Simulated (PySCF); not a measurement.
C5H15P2 (charge +1).
Numbering: `[CH3:1][P@H+:2]([PH2:3])[C:4]([CH3:5])([CH3:6])[CH3:7]` (hydrogens: H8, H9, H10 on C1; H11 on P2; H12, H13 on P3; H14, H15, H16 on C5; H17, H18, H19 on C6; H20, H21, H22 on C7)

The same species was optimised twice, with GFN2-xTB and with PBE0-D3(BJ)/def2-SVP (PySCF), and the same property calculations (PySCF, gas phase) were run on both structures.

```json
{"coordinate": "P2–P3 (Å)", "GFN2-xTB": "2.161", "PBE0-D3(BJ)/def2-SVP": "2.200", "change": "+0.039"}
{"coordinate": "P2–C4 (Å)", "GFN2-xTB": "1.859", "PBE0-D3(BJ)/def2-SVP": "1.846", "change": "-0.013"}
{"coordinate": "C1–P2 (Å)", "GFN2-xTB": "1.813", "PBE0-D3(BJ)/def2-SVP": "1.805", "change": "-0.008"}
{"coordinate": "C4–C6 (Å)", "GFN2-xTB": "1.526", "PBE0-D3(BJ)/def2-SVP": "1.531", "change": "+0.005"}
{"coordinate": "C4–C5 (Å)", "GFN2-xTB": "1.525", "PBE0-D3(BJ)/def2-SVP": "1.530", "change": "+0.005"}
{"coordinate": "C4–C7 (Å)", "GFN2-xTB": "1.528", "PBE0-D3(BJ)/def2-SVP": "1.531", "change": "+0.003"}
{"coordinate": "C1–P2–P3 (°)", "GFN2-xTB": "109.4", "PBE0-D3(BJ)/def2-SVP": "108.1", "change": "-1.3"}
{"coordinate": "P2–C4–C6 (°)", "GFN2-xTB": "108.8", "PBE0-D3(BJ)/def2-SVP": "107.5", "change": "-1.3"}
{"coordinate": "P2–C4–C7 (°)", "GFN2-xTB": "106.4", "PBE0-D3(BJ)/def2-SVP": "107.1", "change": "+0.7"}
{"coordinate": "C1–P2–C4 (°)", "GFN2-xTB": "112.1", "PBE0-D3(BJ)/def2-SVP": "112.8", "change": "+0.7"}
{"coordinate": "P2–C4–C5 (°)", "GFN2-xTB": "107.8", "PBE0-D3(BJ)/def2-SVP": "108.3", "change": "+0.5"}
{"coordinate": "C5–C4–C7 (°)", "GFN2-xTB": "110.9", "PBE0-D3(BJ)/def2-SVP": "111.3", "change": "+0.4"}
{"coordinate": "P3–P2–C4 (°)", "GFN2-xTB": "110.2", "PBE0-D3(BJ)/def2-SVP": "110.6", "change": "+0.4"}
{"coordinate": "C5–C4–C6 (°)", "GFN2-xTB": "111.7", "PBE0-D3(BJ)/def2-SVP": "111.5", "change": "-0.2"}
{"coordinate": "C1–P2–C4–C5 (°)", "GFN2-xTB": "60", "PBE0-D3(BJ)/def2-SVP": "58", "change": "-2"}
```

Rotational constants: A = 2213, B = 1333, C = 1071 MHz (GFN2-xTB) against A = 2203, B = 1314, C = 1060 MHz (PBE0-D3(BJ)/def2-SVP). Point groups within 0.08 Å: C1 and C1.

On the GFN2-xTB structure: HOMO (eV) -12.87 [PBE0/pcSseg-1]; LUMO (eV) -4.99 [PBE0/pcSseg-1]; GIAO shielding of C1 (ppm) 182.3 [PBE0/pcSseg-1]; GIAO shielding of P2 (ppm) 322.5 [PBE0/pcSseg-1]; GIAO shielding of P3 (ppm) 572.1 [PBE0/pcSseg-1]; GIAO shielding of C4 (ppm) 148.4 [PBE0/pcSseg-1]; GIAO shielding of C5/C6/C7 (mean) (ppm) 161.2 [PBE0/pcSseg-1].

Task: What do these properties become on the PBE0-D3(BJ)/def2-SVP structure?

Result: 
| property | level | on GFN2-xTB | on PBE0-D3(BJ)/def2-SVP | change |
| --- | --- | --- | --- | --- |
| HOMO (eV) | PBE0/pcSseg-1 | -12.87 | -12.72 | +0.15 |
| LUMO (eV) | PBE0/pcSseg-1 | -4.99 | -4.99 | 0.00 |
| energy, GFN2-xTB geometry as zero (kcal/mol) | PBE0/pcSseg-1 | 0.0 | -1.6 | -1.6 |
| GIAO shielding of C1 (ppm) | PBE0/pcSseg-1 | 182.3 | 181.5 | -0.8 |
| GIAO shielding of P2 (ppm) | PBE0/pcSseg-1 | 322.5 | 317.2 | -5.3 |
| GIAO shielding of P3 (ppm) | PBE0/pcSseg-1 | 572.1 | 542.7 | -29.4 |
| GIAO shielding of C4 (ppm) | PBE0/pcSseg-1 | 148.4 | 149.7 | +1.3 |
| GIAO shielding of C5/C6/C7 (mean) (ppm) | PBE0/pcSseg-1 | 161.2 | 159.0 | -2.2 |

The heavy atoms differ by 0.020 Å rms after alignment. Among bonds between heavy atoms P2–P3 changes most (+0.039 Å). Changes are differences of the printed values. Neither structure is proved a minimum here. Geometry: PBE0-D3(BJ)/def2-SVP, one conformer, isolated ion.

Shape of the structure used: `[CH3:1][P@H+:2]([PH2:3])[C:4]([CH3:5])([CH3:6])[CH3:7]`: C1–P2–C4–C5 58°, H–P3–P2–C1 154°, H–P3–P2–C1 60°.
